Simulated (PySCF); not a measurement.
ClF2H3SSi2, SMILES S([SiH](F)F)[SiH2]Cl. Atoms are numbered in the order given.

```xyz
9

Si     1.2735     0.3182    -1.0550
F      2.3732    -0.1884     0.0026
F      0.7467     1.7465    -0.5191
S     -0.3646    -1.0181    -1.1732
Si    -1.6814    -0.1332     0.2823
Cl    -0.7965    -0.0580     2.1407
H      1.9208     0.4762    -2.3698
H     -2.0724     1.2420    -0.1091
H     -2.8427    -1.0562     0.3241
```

Geometry: PBE0-D3(BJ)/def2-SVP. This is a generated structure with no PubChem entry under its InChIKey; it may be hypothetical. One conformer was computed; it need not be the lowest.

Computed with PBE0-D3(BJ)/def2-SVP in PySCF.

Frequencies are harmonic and unscaled.

```json
[
 {"mode": "1", "ν (cm⁻¹)": "34", "IR (km/mol)": "0.8", "moving atoms (share of kinetic energy)": "F 66 %, Cl 20 %, S 8 %"},
 {"mode": "2", "ν (cm⁻¹)": "50", "IR (km/mol)": "0.1", "moving atoms (share of kinetic energy)": "Cl 43 %, F 36 %, Si 11 %"},
 {"mode": "3", "ν (cm⁻¹)": "111", "IR (km/mol)": "2.0", "moving atoms (share of kinetic energy)": "Si 41 %, F 27 %, H 13 %, Cl 11 %, S 9 %"},
 {"mode": "4", "ν (cm⁻¹)": "177", "IR (km/mol)": "9.9", "moving atoms (share of kinetic energy)": "Cl 31 %, Si 27 %, S 21 %, F 18 %"},
 {"mode": "5", "ν (cm⁻¹)": "215", "IR (km/mol)": "2.9", "moving atoms (share of kinetic energy)": "F 58 %, S 21 %, Si 18 %"},
 {"mode": "6", "ν (cm⁻¹)": "283", "IR (km/mol)": "13.9", "moving atoms (share of kinetic energy)": "F 62 %, S 23 %, Si 11 %"},
 {"mode": "7", "ν (cm⁻¹)": "357", "IR (km/mol)": "21.3", "moving atoms (share of kinetic energy)": "F 44 %, Si 41 %, S 11 %"},
 {"mode": "8", "ν (cm⁻¹)": "481", "IR (km/mol)": "15.8", "moving atoms (share of kinetic energy)": "Si 47 %, S 35 %, H 8 %, Cl 8 %"},
 {"mode": "9", "ν (cm⁻¹)": "538", "IR (km/mol)": "143.4", "moving atoms (share of kinetic energy)": "Si 44 %, S 42 %"},
 {"mode": "10", "ν (cm⁻¹)": "574", "IR (km/mol)": "114.4", "moving atoms (share of kinetic energy)": "Si 53 %, Cl 34 %"},
 {"mode": "11", "ν (cm⁻¹)": "581", "IR (km/mol)": "19.1", "moving atoms (share of kinetic energy)": "H 73 %, Si 16 %, S 8 %"},
 {"mode": "12", "ν (cm⁻¹)": "705", "IR (km/mol)": "3.6", "moving atoms (share of kinetic energy)": "H 98 %"},
 {"mode": "13", "ν (cm⁻¹)": "799", "IR (km/mol)": "136.4", "moving atoms (share of kinetic energy)": "H 87 %, F 8 %"},
 {"mode": "14", "ν (cm⁻¹)": "834", "IR (km/mol)": "127.6", "moving atoms (share of kinetic energy)": "H 87 %, F 9 %"},
 {"mode": "15", "ν (cm⁻¹)": "849", "IR (km/mol)": "31.6", "moving atoms (share of kinetic energy)": "H 58 %, F 29 %, Si 13 %"},
 {"mode": "16", "ν (cm⁻¹)": "905", "IR (km/mol)": "301.8", "moving atoms (share of kinetic energy)": "H 37 %, Si 32 %, F 30 %"},
 {"mode": "17", "ν (cm⁻¹)": "939", "IR (km/mol)": "84.0", "moving atoms (share of kinetic energy)": "H 94 %"},
 {"mode": "18", "ν (cm⁻¹)": "973", "IR (km/mol)": "173.4", "moving atoms (share of kinetic energy)": "Si 49 %, F 45 %"},
 {"mode": "19", "ν (cm⁻¹)": "2281", "IR (km/mol)": "68.8", "moving atoms (share of kinetic energy)": "H 98 %"},
 {"mode": "20", "ν (cm⁻¹)": "2296", "IR (km/mol)": "68.3", "moving atoms (share of kinetic energy)": "H 95 %"},
 {"mode": "21", "ν (cm⁻¹)": "2342", "IR (km/mol)": "96.5", "moving atoms (share of kinetic energy)": "H 97 %"}
]
```
